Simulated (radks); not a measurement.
Coulomb parameter of the 5d shell of the hafnium ion Hf2+ in the model configuration [Xe] 4f14 5d1 6s1, as a second difference U = [E(n + 0.25) + E(n - 0.25) - 2 E(n)] / (0.25)^2 with all orbitals relaxed. "Bare": the charge of the atom changes with n. "Screened": the 6s shell takes up the change at fixed total charge, which measures U(5d,5d) + U(6s,6s) - 2 U(5d,6s). All-electron calculation, scalar-relativistic Kohn-Sham, PBEsol, spin-unpolarised, spherical densities, finite nucleus; Fermi nuclear charge, rms radius 5.347 fm. Program: a radial shooting solver on a logarithmic mesh with Libxc functionals.

case,configuration,E - E(n) (eV)
start,[Xe] 4f14 5d1 6s1,0.000
bare +0.25,[Xe] 4f14 5d1.25 6s1,-4.332
bare -0.25,[Xe] 4f14 5d0.75 6s1,4.965
screened +0.25,[Xe] 4f14 5d1.25 6s0.75,0.038
screened -0.25,[Xe] 4f14 5d0.75 6s1.25,0.003

U(bare) = 10.132 eV, U(screened by 6s) = 0.666 eV, against the Slater integral F0(5d,5d) = 12.110 eV with frozen orbitals.
